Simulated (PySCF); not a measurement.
Molecular orbitals of ZnB

PBEsol at R = 2.186 Å; Zn jorge-DZP-DKH, B jorge-DZP-DKH; spin-free X2C with a Gaussian nucleus (PySCF 2.14). State: ²Π (doublet), unpaired electrons π ↑. Only the outer orbitals are listed, counted within each symmetry.

```json
{"spin": "α", "orbital": "7σ", "occ.": "1", "ε (eV)": "-11.16", "on Zn (%)": "61", "main shells (%)": "59 Zn d, 34 B s"}
{"spin": "α", "orbital": "3π", "occ.": "1", "ε (eV)": "-10.46", "on Zn (%)": "99", "main shells (%)": "99 Zn d"}
{"spin": "α", "orbital": "3π", "occ.": "1", "ε (eV)": "-10.41", "on Zn (%)": "99", "main shells (%)": "99 Zn d"}
{"spin": "α", "orbital": "1δ", "occ.": "1", "ε (eV)": "-10.30", "on Zn (%)": "100", "main shells (%)": "100 Zn d"}
{"spin": "α", "orbital": "1δ", "occ.": "1", "ε (eV)": "-10.30", "on Zn (%)": "100", "main shells (%)": "100 Zn d"}
{"spin": "α", "orbital": "8σ", "occ.": "1", "ε (eV)": "-9.61", "on Zn (%)": "60", "main shells (%)": "40 B s, 39 Zn d, 16 Zn s"}
{"spin": "α", "orbital": "9σ", "occ.": "1", "ε (eV)": "-6.00", "on Zn (%)": "58", "main shells (%)": "56 Zn s, 21 B p, 20 B s"}
{"spin": "α", "orbital": "4π", "occ.": "1", "ε (eV)": "-3.96", "on Zn (%)": "16", "main shells (%)": "84 B p, 15 Zn p"}
{"spin": "α", "orbital": "4π", "occ.": "0", "ε (eV)": "-3.67", "on Zn (%)": "19", "main shells (%)": "81 B p, 18 Zn p"}
{"spin": "α", "orbital": "10σ", "occ.": "0", "ε (eV)": "-3.15", "on Zn (%)": "49", "main shells (%)": "50 B p, 27 Zn p, 21 Zn s"}
{"spin": "α", "orbital": "5π", "occ.": "0", "ε (eV)": "-0.69", "on Zn (%)": "87", "main shells (%)": "87 Zn p, 13 B p"}
{"spin": "β", "orbital": "7σ", "occ.": "1", "ε (eV)": "-10.94", "on Zn (%)": "78", "main shells (%)": "77 Zn d, 18 B s"}
{"spin": "β", "orbital": "3π", "occ.": "1", "ε (eV)": "-10.46", "on Zn (%)": "99", "main shells (%)": "99 Zn d"}
{"spin": "β", "orbital": "3π", "occ.": "1", "ε (eV)": "-10.37", "on Zn (%)": "99", "main shells (%)": "99 Zn d"}
{"spin": "β", "orbital": "1δ", "occ.": "1", "ε (eV)": "-10.29", "on Zn (%)": "100", "main shells (%)": "100 Zn d"}
{"spin": "β", "orbital": "1δ", "occ.": "1", "ε (eV)": "-10.29", "on Zn (%)": "100", "main shells (%)": "100 Zn d"}
{"spin": "β", "orbital": "8σ", "occ.": "1", "ε (eV)": "-9.09", "on Zn (%)": "51", "main shells (%)": "48 B s, 26 Zn s, 21 Zn d"}
{"spin": "β", "orbital": "9σ", "occ.": "1", "ε (eV)": "-5.67", "on Zn (%)": "59", "main shells (%)": "53 Zn s, 25 B s, 16 B p"}
{"spin": "β", "orbital": "4π", "occ.": "0", "ε (eV)": "-3.31", "on Zn (%)": "23", "main shells (%)": "76 B p, 23 Zn p"}
{"spin": "β", "orbital": "10σ", "occ.": "0", "ε (eV)": "-2.91", "on Zn (%)": "44", "main shells (%)": "54 B p, 28 Zn p, 16 Zn s"}
{"spin": "β", "orbital": "4π", "occ.": "0", "ε (eV)": "-2.54", "on Zn (%)": "37", "main shells (%)": "63 B p, 36 Zn p"}
```

**Question.** Which are the highest filled and the lowest empty level, where do they sit, and how wide is the gap?

**Answer.** Highest filled α 4π at -3.96 eV (in %: 84 B p, 15 Zn p); lowest empty α 4π at -3.67 eV (in %: 81 B p, 18 Zn p); the gap at PBEsol is 0.29 eV. Both belong to one degenerate shell, split only by its one-sided filling, so this is no excitation gap.

| Item | Value |
| --- | --- |
| bond order (Mayer) | 1.24 |
| ⟨S²⟩ | 0.758 |
| charge on Zn (Mulliken, basis-dependent) | 0.20 |
| charge on Zn (Löwdin, basis-dependent) | 0.16 |
| dipole moment (positive dipole means Zn(−)B(+)) | -1.82 D |

The state was picked by a PBE0 search and need not be the measured ground state.
